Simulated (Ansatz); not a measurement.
Dissociation curve of HF (cation, charge +1), doublet.

Methods: UKS-PBE = unrestricted PBE/aug-cc-pVDZ run with Ansatz (a quantum-chemistry and plane-wave program); UKS-PBE0 = unrestricted PBE0/aug-cc-pVDZ (Ansatz); FCI = full CI/aug-cc-pVDZ, frozen core (Ansatz).

Energies relative to the lowest point of each curve near equilibrium, in kcal/mol; the last columns give the error against full CI:

```
R / Å  UKS-PBE  UKS-PBE0   FCI  UKS-PBE − FCI  UKS-PBE0 − FCI
-----  -------  --------  ----  -------------  --------------
0.76      50.1      46.8  46.7            3.5             0.2
0.80      32.0      29.3  29.1            2.9             0.2
0.87      12.4      10.6  10.5            1.9             0.1
0.91       6.1       4.9   4.8            1.3             0.1
0.95       2.3       1.6   1.5            0.8             0.1
0.99       0.4       0.2   0.2            0.3             0.0
1.01       0.0       0.0   0.0            0.0             0.0
1.05       0.0       0.5   0.5           -0.5             0.0
1.09       0.9       1.8   1.9           -0.9            -0.1
1.11       1.6       2.7   2.8           -1.2            -0.1
1.18       5.1       6.8   6.9           -1.9            -0.1
1.25       9.4      11.7  12.0           -2.5            -0.3
1.37      17.8      20.9  21.5           -3.6            -0.6
1.51      27.5      31.3  32.4           -4.9            -1.1
1.66      36.9      41.2  43.1           -6.2            -1.8
1.85      46.6      51.4  54.2           -7.6            -2.8
1.99      52.1      57.4  60.6           -8.5            -3.3
2.19      57.9      63.8  67.6           -9.7            -3.8
2.52      63.2      70.4  74.4          -11.2            -4.0
2.75      64.9      73.1  76.9          -12.0            -3.8
3.06      65.7      75.0  78.7          -13.0            -3.8
3.50      65.3      75.9  80.0          -14.6            -4.0
4.00      64.0      75.7  80.6          -16.5            -4.8
```

UKS-PBE is furthest from FCI at 4.00 (-16.5 kcal/mol, below); its mean absolute error over the points is 5.5 kcal/mol.

UKS-PBE0 is furthest from FCI at 4.00 (-4.8 kcal/mol, below); its mean absolute error over the points is 1.5 kcal/mol.

The unrestricted determinant behind UKS-PBE is spin-contaminated at 2.19 to 4.00 Å (<S²> up to 1.1, against 0.75 for a pure doublet). The unrestricted determinant behind UKS-PBE0 is spin-contaminated at 2.52 to 4.00 Å (<S²> up to 1.0, against 0.75 for a pure doublet).
